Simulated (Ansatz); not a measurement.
BH$_{5}$N$_{2}$S (`NB(N)S`) at its PBE0-D4/def2-TZVP geometry, where that method's forces vanish. Total charge 0; spin multiplicity 1.

```xyz
9

N     1.0327   -0.6716    0.1139
B    -0.1223    0.1356    0.0402
N    -1.3056   -0.2964   -0.5946
S    -0.1633    1.8188    0.7935
H     1.0928   -1.5776   -0.3156
H     1.8390   -0.4280    0.6569
H    -2.0993    0.3016   -0.7291
H    -1.4309   -1.2252   -0.9541
H     1.1570    1.9428    0.9888
```

Problem. What forces (eV/Å) does B3LYP-D4/def2-TZVPP give on these atoms in Ansatz? (Estimate.)

Solution. The calculation gave: 
```
N1   0.072 -0.048  0.006
B2  -0.006 -0.034 -0.017
N3  -0.077 -0.026 -0.040
S4   0.020  0.138  0.066
H5   0.015 -0.016  0.001
H6   0.014 -0.014 -0.003
H7  -0.018 -0.015 -0.014
H8  -0.018 -0.009 -0.010
H9  -0.002  0.024  0.012
```

B3LYP here is the variant with VWN-RPA as its local correlation; programs differ in this.
